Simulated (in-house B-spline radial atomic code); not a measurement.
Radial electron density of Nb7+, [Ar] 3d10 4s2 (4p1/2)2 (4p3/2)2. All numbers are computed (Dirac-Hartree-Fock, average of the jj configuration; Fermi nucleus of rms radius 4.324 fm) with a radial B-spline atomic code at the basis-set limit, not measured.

Columns: r (bohr), 4πr²n(r) (electrons per bohr), bar.

```
 0.00155     1.69 #
 0.00188    2.377 ##
 0.00228    3.324 ##
 0.00276    4.602 ###
 0.00334    6.316 ####
 0.00405    8.608 ######
 0.00492    11.62 ########
 0.00596    15.39 ###########
 0.00722    20.02 ##############
 0.00876    25.54 ##################
  0.0106    31.63 ######################
  0.0129    38.19 ###########################
  0.0156    44.17 ###############################
  0.0189    48.99 ##################################
  0.0229    51.74 ####################################
  0.0278    51.83 ####################################
  0.0337    49.48 ##################################
  0.0409    46.02 ################################
  0.0495    43.82 ##############################
    0.06    45.13 ###############################
  0.0728    50.75 ###################################
  0.0882    58.39 #########################################
   0.107    63.36 ############################################
    0.13     61.2 ##########################################
   0.157    52.36 ####################################
   0.191     42.2 #############################
   0.231    38.63 ###########################
    0.28    42.71 ##############################
    0.34    47.62 #################################
   0.412    44.81 ###############################
   0.499    33.38 #######################
   0.605    20.02 ##############
   0.733    11.68 ########
   0.889    8.869 ######
    1.08    7.679 #####
    1.31    5.423 ####
    1.58    2.755 ##
    1.92   0.8915 #
    2.33   0.1772 
    2.82  0.02043 
    3.42 0.001166 
    4.15 2.89e-05
```

On this grid the curve has 3 maxima, near 0.0278, 0.107, 0.34 bohr.

The 4s1/2 radial function P(r) = rR(r), positive near the nucleus, with its small component Q(r) (sign convention: Q ≈ (P' + κP/r)/2c):

| r (bohr) | P | Q |
| --- | --- | --- |
| 0.000488 | 0.01705 | -0.002594 |
| 0.000717 | 0.02438 | -0.003742 |
| 0.00105 | 0.03459 | -0.005345 |
| 0.00155 | 0.0491 | -0.007642 |
| 0.00228 | 0.06876 | -0.0108 |
| 0.00334 | 0.09451 | -0.01505 |
| 0.00492 | 0.1275 | -0.02072 |
| 0.00722 | 0.1655 | -0.02777 |
| 0.0106 | 0.2034 | -0.03593 |
| 0.0156 | 0.2277 | -0.04409 |
| 0.0229 | 0.2145 | -0.04968 |
| 0.0337 | 0.1311 | -0.04876 |
| 0.0495 | -0.04165 | -0.03701 |
| 0.0728 | -0.2646 | -0.01345 |
| 0.107 | -0.3834 | 0.01379 |
| 0.157 | -0.1886 | 0.02762 |
| 0.231 | 0.3097 | 0.0162 |
| 0.34 | 0.6 | -0.007883 |
| 0.499 | 0.1234 | -0.017 |
| 0.733 | -0.7907 | -0.006103 |
| 1.08 | -1.109 | 0.005407 |
| 1.58 | -0.6138 | 0.005236 |
| 2.33 | -0.1279 | 0.001307 |
| 3.42 | -0.007552 | 8.413e-05 |
